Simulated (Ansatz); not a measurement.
FGeH$_{5}$Sn (`[F][SnH2][GeH3]`) at its PBE0-D4/def2-TZVP geometry, where that method's forces vanish. Charge 0, multiplicity 1. Sn takes the def2 core potential.

```xyz
8

F     1.1167   -1.2015    1.8779
Sn    0.5507   -1.1183    0.0316
Ge   -0.6278    1.1846   -0.1894
H     2.0014   -1.2936   -0.8517
H    -0.4570   -2.4845   -0.1516
H    -1.8302    1.2403    0.7614
H    -1.1161    1.3692   -1.6350
H     0.3624    2.3039    0.1567
```

**Question.** What forces (eV/Å) does r2SCAN-D4/def2-TZVPP give on these atoms in Ansatz 0.2.0? (Estimate.)

**Answer.** Computed: 
```
F1   0.021 -0.003  0.070
Sn2 -0.041  0.029 -0.095
Ge3 -0.010  0.022  0.003
H4   0.010 -0.005  0.007
H5   0.002 -0.009  0.009
H6   0.054  0.008 -0.047
H7   0.018  0.003  0.070
H8  -0.054 -0.045 -0.017
```
